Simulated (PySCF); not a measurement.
A geometry optimisation on `COC(=O)C#CC(Cl)Cl`.

Computed with PBE0-D3(BJ)/def2-SVP geometry optimisation, gas phase (PySCF 2.14.0). Start geometry: GFN2-xTB. A driver script takes a list of jobs; this job's settings line and coordinates (Å) are shown.

Input:
```
{"job": {"xc": "PBE0", "basis": "def2-SVP", "d3": "d3bj", "grid": 1, "kind": "geom"}, "charge": 0, "multiplicity": 1}
C      2.956213     0.310397    -0.257780
O      1.543043     0.448891    -0.294392
C      0.850460    -0.523687     0.297044
O      1.325397    -1.483304     0.842804
C     -0.572819    -0.276102     0.197765
C     -1.772491    -0.183245     0.183229
C     -3.191103     0.017483     0.111861
Cl    -3.701165     0.073867    -1.604105
Cl    -3.619506     1.554030     0.927215
H      3.358997     1.177059    -0.774920
H      3.260129    -0.611440    -0.758014
H      3.307919     0.281402     0.775602
H     -3.749461    -0.784865     0.599263
```

Output:
```
step   0  E = -1262.48517804  max force = 0.012636
step   1  E = -1262.48601346  max force = 0.003797
step   2  E = -1262.48608841  max force = 0.002743
step   3  E = -1262.48612185  max force = 0.003535
step   4  E = -1262.48619909  max force = 0.000930
step   5  E = -1262.48621897  max force = 0.000450
step   6  E = -1262.48623172  max force = 0.000650
step   7  E = -1262.48623517  max force = 0.000542
step   8  E = -1262.48623741  max force = 0.000440
optimisation converged
```

Energies in Eh; «max force» is the largest Cartesian gradient component in Eh/bohr.

Q: How much energy does the optimisation release, in kJ/mol?

A: E(step 0) − E(last step) = 0.001059 Eh, which is 2.8 kJ/mol.

Main results: final energy -1262.48624 Eh after 8 steps; dipole 1.16 D.

Q: Where do the atoms end?

A: 0.096 Å rms from the input after alignment:
```
atom  x, y, z in Å
C1     2.9577    0.4144   -0.2914
O2     1.5421    0.5215   -0.3104
C3     0.8843   -0.4870    0.2549
O4     1.4004   -1.4472    0.7612
C5    -0.5531   -0.2842    0.1850
C6    -1.7596   -0.1817    0.1685
C7    -3.2028   -0.0745    0.1488
Cl8   -3.7873    0.2363   -1.5069
Cl9   -3.7455    1.1909    1.2818
H10    3.3380    1.3196   -0.7772
H11    3.2876   -0.4812   -0.8382
H12    3.3293    0.3475    0.7415
H13   -3.6753   -1.0095    0.4762
```

Q: How long does this job take on an Arm Neoverse V1 with one thread, shared host?

A: About 97 s.
Labels such as C1 count atoms from 1, the log's own numbers from 0.
